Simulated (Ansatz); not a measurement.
`c1ccccc1` and `CS(=O)(=O)Cc1ccccc1` differ in one atom or group.

Ansatz, PBE0-D4/def2-TZVP geometries, multiplicity 1. Each molecule was computed in one conformer, which needn't be the lowest.

```tsv
property	`c1ccccc1`
HOMO energy (PBE/def2-TZVPP) / eV	-6.32
HOMO–LUMO gap (ωB97M-V/def2-TZVPP) / eV	11.24
HOMO–LUMO gap (PBE0/def2-TZVPP) / eV	7.12
size of the dipole moment (PBE/def2-TZVPP) / D	0.00
HOMO energy (PBE0/def2-TZVPP) / eV	-7.30
HOMO energy (B3LYP/def2-TZVPP) / eV	-7.08
```

Give the same properties after the change, and the shifts. (Estimate.)

Ansatz gave: 
```tsv
property	`CS(=O)(=O)Cc1ccccc1`	shift
HOMO energy (PBE/def2-TZVPP) / eV	-6.36	-0.04
HOMO–LUMO gap (ωB97M-V/def2-TZVPP) / eV	10.68	-0.56
HOMO–LUMO gap (PBE0/def2-TZVPP) / eV	6.63	-0.49
size of the dipole moment (PBE/def2-TZVPP) / D	4.26	4.26
HOMO energy (PBE0/def2-TZVPP) / eV	-7.42	-0.12
HOMO energy (B3LYP/def2-TZVPP) / eV	-7.21	-0.13
```

With PBE0 the HOMO falls by 0.12 eV and the LUMO falls by 0.60 eV, so the gap narrows by about 0.48 eV. PBE moves the HOMO by -0.04 eV and ωB97M-V by -0.10 eV.

B3LYP here is the variant with VWN-RPA as its local correlation; programs differ in this.
